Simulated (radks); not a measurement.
The numbers below are computed, except where a source is named.
Question: The rubidium ion Rb+, 36 electrons, occupied as [Kr]. Level of theory: scalar-relativistic Kohn-Sham, OLYP, spin-polarised, spherical densities, finite nucleus; Fermi nuclear charge, rms radius 4.2036 fm (a radial shooting solver on a logarithmic mesh with Libxc functionals). Some entries of the table are withheld. Estimate them.

orbital,occ.,eigenvalue (eV),<r> (bohr)
1s,2,-15037.61,0.04030
2s,2,-2016.056,0.1778
2p,6,(1),0.1551
3s,2,-304.5771,0.5101
3p,6,(2),(3)
3d,10,-110.5798,0.5237
4s,2,(4),1.452
4p,6,-21.6631,(5)

Answer: 
(1) 2p eigenvalue (eV): -1788.285
(2) 3p eigenvalue (eV): -231.4501
(3) 3p <r> (bohr): 0.5181
(4) 4s eigenvalue (eV): -37.6577
(5) 4p <r> (bohr): 1.710
